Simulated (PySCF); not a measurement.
A GIAO shielding run with PySCF (density fitting, non-relativistic, gas phase) on SMILES CCNC(=O)[SiH2]N, C$_{3}$H$_{10}$N$_{2}$OSi:

```
$ OMP_NUM_THREADS=1 python probes_run.py task.json out

{"job": {"kind": "nmr", "xc": "PBE0", "basis": "pcSseg-1"}, "charge": 0, "multiplicity": 1}
C     -2.370431    -1.066895    -0.263247
C     -1.833245     0.350290    -0.094228
N     -0.389789     0.387685    -0.168315
C      0.406070     0.796469     0.843791
O     -0.044909     1.207871     1.900779
Si     2.290740     0.753577     0.503646
N      2.494254    -0.511668    -0.662099
H     -1.970482    -1.718261     0.509958
H     -3.454342    -1.064205    -0.188307
H     -2.091498    -1.468395    -1.236033
H     -2.257530     1.003939    -0.865502
H     -2.096693     0.747540     0.888886
H      0.046298     0.046548    -1.010266
H      2.714248     1.966399    -0.196867
H      2.988408     0.608644     1.782941
H      2.167495    -1.437389    -0.427194
H      3.394408    -0.590118    -1.109321
```

Hardware: 1 thread of an Arm Neoverse N1, shared host. The job also computes population analyses, field gradients.

**Question.** How large is the calculation?

**Answer.** 64 electrons, 176 basis functions and 927 auxiliary functions.

**Question.** How long does it take, and how much memory does it need?

**Answer.** 44 s of wall time, with 15 SCF cycles and 5 response iterations; peak memory 0.8 GiB. Times on a shared host scatter by some tens of per cent.
